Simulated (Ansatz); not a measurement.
Two members of one family (Onium cations), computed with Ansatz in the gas phase; def2 core potentials for I, no spin–orbit coupling. The two geometries come from different levels. A dash marks a value that wasn't run or was left out as unsound. The structures are stationary points that may keep the symmetry of their start. Remarks come from the PBE and PBE0 runs and from stability tests at other levels; not every state was tested. HOMO above LUMO (over both spins in singlets and doublets, within one spin in higher multiplets; at PBE or PBE0), or a gap under 0.15 eV within one spin, warns that the state may not be the lowest or that an electron is smeared out.

First: diphenyliodonium (singlet, charge 1, PBE-D4/def2-SVP geometry).

```xyz
23

C     2.4449   -2.1818    1.8945
C     1.3283   -2.7917    1.3010
C     0.1083   -2.1021    1.2007
C     0.0687   -0.7965    1.7062
I    -1.7630    0.3043    1.5237
C    -1.4930    1.0411   -0.4746
C    -2.2030    0.4116   -1.5041
C    -1.9993    0.8905   -2.8102
C    -1.1137    1.9536   -3.0485
C    -0.4203    2.5560   -1.9861
C    -0.6067    2.1081   -0.6676
C     1.1569   -0.1531    2.3095
C     2.3617   -0.8733    2.3951
H     3.3926   -2.7356    1.9717
H     1.3939   -3.8202    0.9142
H    -0.7686   -2.5803    0.7421
H    -2.8959   -0.4217   -1.3156
H    -2.5458    0.4217   -3.6427
H    -0.9639    2.3188   -4.0752
H     0.2700    3.3928   -2.1743
H    -0.0743    2.5865    0.1671
H     1.0862    0.8684    2.7078
H     3.2358   -0.3971    2.8652
```

```tsv
level	HOMO (eV)	LUMO (eV)	gap (eV)	vertical EA (eV)	vertical triplet (eV)
PBE-D4/def2-SVP	-10.32	-6.80	3.52	4.54	3.67
PBE-D4/def2-TZVP	-10.32	-6.80	3.52	–	–
r2SCAN-D4/def2-TZVP	-10.50	-6.66	3.84	–	–
PBE0-D4/def2-SVP	-11.33	-5.99	5.34	4.54	3.97
PBE0-D4/def2-TZVP	-11.29	-5.97	5.32	–	–
```

Second: bis(4-fluorophenyl)iodonium (singlet, charge 1, r2SCAN-D4/def2-SVP geometry).

```tsv
atom	x (Å)	y (Å)	z (Å)
F1	-1.296	-4.833	0.509
C2	-1.306	-3.590	0.063
C3	-2.044	-2.629	0.760
C4	-2.061	-1.315	0.294
C5	-1.327	-1.020	-0.858
I6	-1.336	0.985	-1.577
C7	0.247	1.817	-0.418
C8	1.557	1.680	-0.887
C9	2.586	2.221	-0.118
C10	2.270	2.879	1.075
F11	3.249	3.391	1.799
C12	0.954	3.015	1.530
C13	-0.084	2.474	0.771
C14	-0.589	-1.971	-1.569
C15	-0.582	-3.283	-1.092
H16	-2.599	-2.919	1.656
H17	-2.639	-0.555	0.825
H18	1.788	1.171	-1.826
H19	3.630	2.147	-0.435
H20	0.758	3.543	2.466
H21	-1.117	2.577	1.112
H22	-0.032	-1.717	-2.473
H23	-0.027	-4.069	-1.608
```

**Question.** Estimate the same table for the second.

**Answer.** 
```csv
level,HOMO (eV),LUMO (eV),gap (eV),vertical EA (eV),vertical triplet (eV)
PBE-D4/def2-SVP,-10.12,-6.83,3.30,4.57,3.50
PBE-D4/def2-TZVP,-10.17,-6.84,3.33,–,–
r2SCAN-D4/def2-TZVP,-10.38,-6.72,3.66,–,–
PBE0-D4/def2-SVP,-11.26,-6.07,5.19,4.61,3.91
PBE0-D4/def2-TZVP,-11.23,-6.04,5.19,–,–
```

Remarks: gap within one spin near zero at PBE or PBE0 (triplet).
